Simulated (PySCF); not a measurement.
Identify the unknown among the candidates.

All candidates are C5H3NS.

- 13C NMR: chemical shifts (computed TMS as zero) by class: 145.5 (1 C), 135.6 (1 C), 135.3 (1 C), 119.7 (1 C), 116.5 (1 C) ppm [GIAO PBE0/pcSseg-1]
- Dipole: 4.22 D [PBE0/pcSseg-1]
- NMR, other nuclei: isotropic shieldings of nuclei other than C and H, by class: -49 (1 N), 262 (1 S) ppm [GIAO PBE0/pcSseg-1]
- Rotational structure: rotational constants A, B, C: 7.195, 1.507, 1.246 GHz [GFN2-xTB]
- 1H NMR: chemical shifts (computed TMS as zero) by class: 7.78 (1 H), 7.47 (1 H), 7.27 (1 H) ppm [GIAO PBE0/pcSseg-1]

Electronic properties: PySCF, gas phase, density fitting. Levels stand in brackets. Isolated species at its GFN2-xTB geometry, gas phase. Each NMR value is the plain mean over a class of atoms that symmetry, rotation or inversion makes alike.

Problem. Which candidate is it?
A. `N#Cc1ccsc1`
B. `N#Cc1cccs1`
C. `C#Cc1cnsc1`

Solution. A. It is `N#Cc1ccsc1`. Numbering: `[N:1]#[C:2][c:3]1[cH:4][cH:5][s:6][cH:7]1`. Its formula, C5H3NS, gives 5 degrees of unsaturation: 1 ring and 4 π bonds in the structure found (Kekulé form). 5 carbons fall into 5 classes; from least to most shielded: aromatic CH next to a ring sulfur [C7] (145.5 ppm), aromatic CH carbon [C4] (135.6 ppm), aromatic CH next to a ring sulfur [C5] (135.3 ppm), nitrile carbon [C2] (119.7 ppm), substituted aromatic carbon [C3] (116.5 ppm). Hydrogen classes from least to most shielded: 1 H on an aromatic CH next to a ring sulfur, C7 (7.78 ppm), 1 H on an aromatic CH carbon, C4 (7.47 ppm), 1 H on an aromatic CH next to a ring sulfur, C5 (7.27 ppm). The other shieldings belong to: -49 ppm, nitrile nitrogen [N1]; 262 ppm, thiophene-type sulfur [S6]. The optimised geometry has point group Cs and is an asymmetric top.

The others, at the same levels:
- `N#Cc1cccs1` fails: its computed 13C shifts are 143.7 (1 C), 141.6 (1 C), 131.8 (1 C), 120.7 (1 C), 119.1 (1 C) ppm, rotational constant A is 5.372 GHz (against 7.195 GHz) and smallest rotational constant is 1.374 GHz (against 1.246 GHz).
- `C#Cc1cnsc1` fails: its computed 13C shifts are 164.2 (1 C), 163.5 (1 C), 122.9 (1 C), 90.6 (1 C), 79.9 (1 C) ppm, 1H shifts are 8.66 (1 H), 8.60 (1 H), 2.93 (1 H) ppm and rotational constant A is 7.785 GHz (against 7.195 GHz).
